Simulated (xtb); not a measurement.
Al(Me)2(SH) (C₂H₇AlS), SMILES [CH3][Al]([SH])[CH3]. All values are semi-empirical tight-binding results from xtb (GFN2-xTB unless named), good for trends rather than for accurate numbers. Coordinates come from a GFN2-xTB optimisation. The structure was generated by enumeration; whether it is a known compound was not checked. Other conformers were not sampled.

For metal compounds this method's bond lengths and energies can be far off.

The orbital gap comes out as 4.15 eV, the zero-point energy is 47.8 kcal/mol and the G − E(el) at 298.15 K (modified RRHO) comes out as 27.0 kcal/mol.
